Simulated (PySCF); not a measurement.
InI3, SMILES [In]([I])([I])[I].

Geometry: r2SCAN-D4/def2-SVP. The isomer is the one that the SMILES or the coordinates give; other isomers of the formula were not compared. The def2 effective core potentials stand for the cores of I, In; spin–orbit coupling is left out.

These are TDA-B3LYP/def2-SVPD run with PySCF 2.14.0 values and carry that method's errors.

Vertical excitations; the highest root listed may be one member of a degenerate set.  State labels are in the subgroup C2v.

| state | symmetry | energy (eV) | λ (nm) | f | main pairs |
|---|---|---|---|---|---|
| S1 | B1 | 3.21 | 386 | 0.000 | HOMO→LUMO 100 % |
| S2 | B2 | 3.41 | 364 | 0.000 | HOMO−1→LUMO (degenerate set) |
| S3 | A2 | 3.41 | 364 | 0.000 | HOMO−2→LUMO (degenerate set) |
| S4 | B1 | 3.52 | 352 | 0.037 | HOMO−3→LUMO (degenerate set) |
| S5 | A1 | 3.52 | 352 | 0.037 | HOMO−4→LUMO (degenerate set) |
| S6 | B2 | 3.92 | 316 | 0.014 | HOMO−5→LUMO 100 % |
| S7 | A2 | 4.28 | 289 | 0.000 | HOMO→LUMO+1 100 % |
| S8 | A2 | 4.49 | 276 | 0.000 | HOMO−3→LUMO+1 (degenerate set) |
| S9 | B2 | 4.49 | 276 | 0.000 | HOMO−4→LUMO+1 (degenerate set) |
| S10 | A1 | 4.60 | 269 | 0.004 | HOMO−1→LUMO+1 78 %, HOMO−6→LUMO 22 % |
| T1 | B1 | 2.92 | 425 | 0 | HOMO→LUMO 99 % |
| T2 | B1 | 3.11 | 398 | 0 | HOMO−3→LUMO (degenerate set) |
| T3 | A1 | 3.11 | 398 | 0 | HOMO−4→LUMO (degenerate set) |
| T4 | B2 | 3.14 | 395 | 0 | HOMO−1→LUMO 99 % |
Triplets are in the Tamm–Dancoff approximation.
